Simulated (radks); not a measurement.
Effect of the nuclear size on the hafnium ion Hf3+, [Xe] 4f14 5d1. Calculated with a radial shooting solver on a logarithmic mesh with Libxc functionals: Dirac Kohn-Sham, LDA (Slater exchange, Perdew-Wang correlation), spin-unpolarised, spherical densities, finite nucleus; open shells fill j = l - 1/2 first; Fermi nuclear charge, rms radius 5.347 fm. The rms radius is varied about that value; shifts are against it.

rms radius (fm) = 4.5717: total energy shift (eV) -13.1; density at nucleus (e/bohr^3) 1.267e+06; 1s1/2 shift (meV) -5330; 2s1/2 shift (meV) -737; 5s1/2 shift (meV) -6.57; 5p1/2 shift (meV) 0.107; 5d3/2 shift (meV) 0.145; 6s1/2 (empty) shift (meV) -1.10
rms radius (fm) = 4.8765: total energy shift (eV) -8.11; density at nucleus (e/bohr^3) 1.241e+06; 1s1/2 shift (meV) -3300; 2s1/2 shift (meV) -457; 5s1/2 shift (meV) -4.07; 5p1/2 shift (meV) 0.066; 5d3/2 shift (meV) 0.090; 6s1/2 (empty) shift (meV) -0.682
rms radius (fm) = 5.347: total energy shift (eV) 0; density at nucleus (e/bohr^3) 1.204e+06; 1s1/2 shift (meV) 0.000; 2s1/2 shift (meV) 0.000; 5s1/2 shift (meV) 0.000; 5p1/2 shift (meV) 0.000; 5d3/2 shift (meV) 0.000; 6s1/2 (empty) shift (meV) 0.000
rms radius (fm) = 5.5288: total energy shift (eV) 3.27; density at nucleus (e/bohr^3) 1.191e+06; 1s1/2 shift (meV) 1330; 2s1/2 shift (meV) 184; 5s1/2 shift (meV) 1.64; 5p1/2 shift (meV) -0.027; 5d3/2 shift (meV) -0.036; 6s1/2 (empty) shift (meV) 0.275
rms radius (fm) = 6.5822: total energy shift (eV) 23.6; density at nucleus (e/bohr^3) 1.125e+06; 1s1/2 shift (meV) 9610; 2s1/2 shift (meV) 1330; 5s1/2 shift (meV) 11.9; 5p1/2 shift (meV) -0.191; 5d3/2 shift (meV) -0.263; 6s1/2 (empty) shift (meV) 1.98

Slopes of the eigenvalues against <r^2> in GHz/fm^2, as finite differences over the two radii next to the reference (eigenvalue slopes, not the field-shift constants of lines): 1s1/2 165000, 2s1/2 22800, 5s1/2 204, 5p1/2 -3.30, 5d3/2 -4.50, 6s1/2 (empty) 34.1.
